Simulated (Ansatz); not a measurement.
Ansatz (a quantum-chemistry and plane-wave program) input:

Ansatz 0.2 input:
```yaml
crystal:
  periodic: [false, false, false]
  atoms:
    - {symbol: Si, position_ang: [0.14435440, -0.04927230, 0.19603690]}
    - {symbol: C, position_ang: [1.64623255, -0.90022535, -0.47087553]}
    - {symbol: C, position_ang: [-1.06703379, 0.31523490, -1.26035146]}
    - {symbol: N, position_ang: [-0.56503423, -1.04292079, 1.42410730]}
    - {symbol: N, position_ang: [0.63314259, 1.38684628, 1.03194639]}
    - {symbol: H, position_ang: [2.47936859, -0.36157546, -0.88277531]}
    - {symbol: H, position_ang: [1.70516166, -1.96769206, -0.57629324]}
    - {symbol: H, position_ang: [-1.96444447, 0.81771767, -0.90729714]}
    - {symbol: H, position_ang: [-1.37910042, -0.59769564, -1.75911115]}
    - {symbol: H, position_ang: [-0.60935990, 0.95365581, -2.01037356]}
    - {symbol: H, position_ang: [-0.80810391, -1.98786619, 1.17954000]}
    - {symbol: H, position_ang: [-1.28646476, -0.64840502, 2.00453812]}
    - {symbol: H, position_ang: [-0.04844265, 1.87360395, 1.59016581]}
    - {symbol: H, position_ang: [1.19330868, 2.05324254, 0.52773479]}
basis:
  gaussian:
    orbitals: def2-TZVP
hamiltonian:
  xc: b3lyp
  dispersion: d3bj
magnetization: {spin_polarized: true, initial_magnetization: 1}
relax: {f_tol: 0.002, max_steps: 150}
```

Task: Which total energy does the run end on?

Result: -480.78891 Eh (B3LYP-D3(BJ)/def2-TZVP). The basis has 215 functions.

It need not be the lowest isomer of its formula.
